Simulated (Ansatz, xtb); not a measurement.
Spectroscopic constants of OF+, multiplicity 3 (lowest of 2S+1 = 1, 3, 5 at CCSD(T)/def2-TZVPP on PBE0 minima; our sources give no spin for the ground state, which may be another).

Constants: fifth-degree fit in 1/R to seven points, most abundant isotopes. Runs in def2 and cc sets follow the lowest solution found near the PBE0 minimum.

Codes used: Ansatz (Gaussian basis) for Hartree–Fock, density functionals and correlated methods; xtb for the GFN methods.  The GFN methods have no spin term and hold the electronic entropy of 300 K.

### Question
What bond length and harmonic frequency does GFN1-xTB give?

### Answer
r_e = 1.196 Å, ω_e = 1515 cm⁻¹.

### Question
What bond length and harmonic frequency does SVWN5/def2-TZVPP give?

### Answer
r_e = 1.225 Å, ω_e = 1411 cm⁻¹.

### Question
What bond length and harmonic frequency does PBE/def2-TZVPP give?

### Answer
r_e = 1.244 Å, ω_e = 1340 cm⁻¹.

Ansatz is a quantum-chemistry and plane-wave program.
